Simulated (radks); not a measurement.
Q: Species: the magnesium ion Mg2+. Configuration: [Ne]. Calculated with a radial shooting solver on a logarithmic mesh with Libxc functionals: Dirac Kohn-Sham, XLYP, spin-unpolarised, spherical densities, point nucleus. Some entries of the table are withheld. Estimate them.

orbital  occ.  eigenvalue (eV)  r(max) (bohr)  <r> (bohr)
1s1/2       2        -1281.900        0.08503         (1)
2s1/2       2         -99.9046         0.5458      0.6953
2p1/2       2         -66.9947            (2)      0.6826
2p3/2       4         -66.7019            (3)      0.6849

A: 
(1) 1s1/2 <r> (bohr): 0.1306
(2) 2p1/2 r(max) (bohr): 0.4753
(3) 2p3/2 r(max) (bohr): 0.4769
